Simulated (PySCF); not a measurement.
Isomers C₆H₇F₃O₂:

A. `C1O[C@H](C(F)(F)F)C12COC2`
B. SMILES C=C(C)O/C=C/OC(F)(F)F
C. `C=CC(=O)O[C@H](C)C(F)(F)F`

Spectrum 1. $^{1}$H NMR (400 MHz, computed): δ 5.30 (m, 1H), 5.03 (m, 1H), 5.02 (m, 1H), 4.91 (m, 1H), 4.86 (m, 1H), 4.67 (m, 1H), 4.64 (m, 1H). $^{13}$C{$^{1}$H} NMR (computed): δ 133.5 (C), 87.2 (CH), 83.8 (CH2), 82.5 (CH2), 78.2 (CH2), 45.9 (C).

Spectrum 2. $^{1}$H NMR (400 MHz, computed): δ 7.16 (m, 1H), 6.44 (m, 1H), 6.39 (m, 1H), 6.04 (m, 1H), 1.52 (d, 3H). $^{13}$C{$^{1}$H} NMR (computed): δ 170.9 (C), 144.3 (CH2), 135.2 (CH), 133.4 (C), 68.6 (CH), 16.0 (CH3).

Spectrum 3. $^{1}$H NMR (400 MHz, computed): δ 7.12 (d, 1H), 6.73 (m, 1H), 4.39 (m, 1H), 4.30 (m, 1H), 1.99 (s, 3H). $^{13}$C{$^{1}$H} NMR (computed): δ 168.3 (C), 142.4 (CH), 136.1 (CH), 129.9 (C), 92.0 (CH2), 23.4 (CH3).

Rapidly exchanging positions averaged, no relativistic terms, in vacuum, one computed conformer. Shielding tensors at PBE0/pcSseg-1 (GIAO); GFN2-xTB geometry; PySCF.

Scale: $^{1}$H and $^{13}$C vs TMS (reference shieldings calculated alike). Splittings of carbon signals by F and P are missing where no couplings were computed. Where no couplings were computed, multiplicities follow the n + 1 count of equivalent neighbours, and m marks all less simple cases (inequivalent or close neighbours, rings, F or P nearby). Shifts are as computed. Against solution values, carbons near 30 ppm lie about +3 ppm off and those near 130 ppm about +5 ppm. Of 1211 compounds with measured shifts, 218 miss one by over three times the rms of a fit or turn the order of signals round; such compounds aren't used in these exercises.

Problem. Match each spectrum to its structure.

Solution. 1–A, 2–C, 3–B.

- Spectrum 1 (A): 6 $^{13}$C signals; δC 133.5 is a CF3 carbon; δC 87.2 is an sp3 CH bonded to O.
- Spectrum 2 (C): 6 $^{13}$C signals; δC 170.9 is an ester carbonyl carbon; δC 144.3 is a β carbon of a C=C–C=O unit.
- Spectrum 3 (B): 6 $^{13}$C signals; δC 168.3 is an alkene carbon bearing oxygen; δC 142.4 is an alkene carbon bearing oxygen.
